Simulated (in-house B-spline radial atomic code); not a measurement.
## Ionising Hf2+ with different functionals

Computed with a radial B-spline atomic code at the basis-set limit: scalar-relativistic (spin-free X2C) Hamiltonian, Fermi nucleus of rms radius 5.347 fm, spin-polarised at highest spin, spherical fractional occupations for the functionals, the average over the highest-spin determinants for Hartree-Fock. The ionisation energy is the difference of two self-consistent energies, [Xe] 4f14 5d2 → [Xe] 4f14 5d1, without Breit or QED terms; ε is the level of the shell that loses the electron (its least bound occupied spin orbital). There is no spin-orbit coupling in this Hamiltonian.

Hybrids are left out here: with spherical fractional occupations of an open shell their exact exchange keeps a self-interaction that integer-occupation calculations don't have.

```csv
method,rung,ΔSCF (eV),-ε(5d) (eV)
Hartree-Fock,Hartree-Fock,21.12,21.58
LDA VWN5,LDA,22.55,17.54
LDA PW92,LDA,22.54,17.54
LDA exchange-only,LDA,21.43,16.54
PBE,GGA,22.30,17.31
PBEsol,GGA,22.31,17.33
BLYP,GGA,22.20,17.18
RPBE,GGA,22.19,17.22
PW91,GGA,22.37,17.38
BP86,GGA,22.38,17.41
AM05,GGA,22.28,17.31
OLYP,GGA,22.14,17.12
TPSS,meta-GGA,22.12,17.14
SCAN,meta-GGA,22.21,17.28
r2SCAN,meta-GGA,22.11,17.19
revTPSS,meta-GGA,22.09,17.12
```

Task: How do they compare with the NIST value?

Result: NIST lists 22.55 eV ± 0.04 (tabulated theory, ground level to ground level). Errors run from -1.43 to -0.00 eV; LDA VWN5 is closest (-0.00 eV), though others lie within the uncertainty of it, and part of that can be cancellation, since the calculations leave out spin-orbit coupling, Breit-QED terms, multiplet and fine-structure energies. Hartree-Fock also lacks correlation.
